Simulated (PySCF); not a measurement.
Computed shifts of a molecule C6H10, PBE/pcSseg-1 run with PySCF, GIAO, gas phase, equivalent atoms averaged, in ppm (number of nuclei): ¹³C: 146.9 (1), 146.4 (1), 139.8 (1), 122.4 (1), 35.5 (1), 18.8 (1). ¹H: 6.61 (1), 6.39 (1), 6.05 (1), 5.55 (1), 5.45 (1), 2.64 (1), 2.23 (1), 1.32 (3). References: ¹³C against TMS (σ = 182.0 ppm); ¹H against TMS (σ = 31.49 ppm), references at their B3LYP-D3(BJ)/def2-TZVP geometries, non-relativistic. The structure is a stationary point at PBE0-D3(BJ)/def2-SVP. Other conformers were not sampled.

Task: Which molecule gave these data?
A. C=C/C=C/CC
B. CC=C=C(C)C
C. CC1=C(C)CC1
D. C=CCC1CC1

Result: A, C=C/C=C/CC
